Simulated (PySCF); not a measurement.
A series of derivatives of O[SiH3]

Parent skeleton `[OH:1][SiH3:2]`; one hydrogen on atom 2 is replaced by X. Hydrogens on one atom are averaged.

No relativistic terms, no solvent, averaged over atoms made equivalent by symmetry, fast rotation or ring inversion, one conformer. PBE0-D3(BJ)/def2-SVP structure; NMR shieldings at PBE0/pcSseg-1/GIAO; PySCF 2.14.

Chemical shifts δ = σref − σ; H2O for 17O (σ = 334.56 ppm); 29Si (σ = 351.99 ppm), 1H (σ = 31.27 ppm) vs TMS, all at this level.

Parent (X = H): O1 -1.0, Si2 -32.5, H(Si2) 4.94 ppm. Effects are Δδ = δ(X) − δ(H), positive for deshielding.

(1) Order these by the shift of O1, most shielded first.
A. X = CH2NH2
B. X = CHF2
C. X = CN
D. X = CH3
E. X = CH2Cl

(2) Order these by the shift of Si2, most shielded first.
A. X = CN
B. X = CH3
C. X = CH2Cl
D. X = CHF2

Results:

(1) B (-1.6 ppm), A (+8.3 ppm), E (+12.1 ppm), C (+18.7 ppm), D (+22.8 ppm).

(2) A (-20.0 ppm), D (+8.2 ppm), C (+12.7 ppm), B (+22.6 ppm).

Experimental scales use liquid or dissolved standards, which lie at an offset from isolated H2O (liquid H2O: subtract about 36 ppm).
